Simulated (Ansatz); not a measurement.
**A geometry optimisation of C2H5ClMg with PBE0-D4/def2-SVP**

The starting geometry of this gas-phase triplet was optimised with GFN2-xTB as a singlet; its bonds are those of `C[CH2][Mg][Cl]`.

```xyz
9

C    -2.3305    2.3991    0.3697
C    -3.2467    1.3208    0.9179
Cl   -3.2027    0.4498   -2.7472
Mg   -3.6453   -0.0042   -0.6792
H    -2.1321    3.1597    1.1297
H    -2.7845    2.8958   -0.4918
H    -1.3720    1.9769    0.0575
H    -2.7709    0.8103    1.7557
H    -4.1793    1.7653    1.2702
```

**Question.** Where would you expect an optimisation with PBE0-D4/def2-SVP to take it?

**Answer.** It loosens into C2H5 + ClMg, which stay close as a complex. Contacts that open: C2–Mg4 (2.11 → 2.90 Å).

The energy falls by 1.28 eV over 46 steps:

| step | E − E(last) (eV) |
| --- | --- |
| 1 | 1.281 |
| 6 | 0.012 |
| 11 | 0.007 |
| 16 | 0.003 |
| 21 | 0.002 |
| 26 | 0.002 |
| 31 | 0.002 |
| 36 | 0.001 |
| 41 | 0.000 |
| 46 | 0.000 |

Final geometry (Å):

```yaml
atoms:
  - { symbol: C, position_ang: [-2.1895, 2.3795, 0.4105] }
  - { symbol: C, position_ang: [-3.2673, 1.5601, 1.0113] }
  - { symbol: Cl, position_ang: [-4.1917, 0.8087, -2.3002] }
  - { symbol: Mg, position_ang: [-2.9567, -0.5260, -0.9738] }
  - { symbol: H, position_ang: [-1.9925, 3.2858, 1.0191] }
  - { symbol: H, position_ang: [-2.4578, 2.7209, -0.6007] }
  - { symbol: H, position_ang: [-1.2248, 1.8427, 0.3638] }
  - { symbol: H, position_ang: [-3.0713, 0.9481, 1.8986] }
  - { symbol: H, position_ang: [-4.3124, 1.7537, 0.7540] }
```

The end wasn't checked by frequencies. Open shells are spin-unrestricted. The triplet needn't be the ground state. Run with Ansatz 0.2.0, 2.4 min on 2 threads of Arm Neoverse V2, with other jobs on the host.
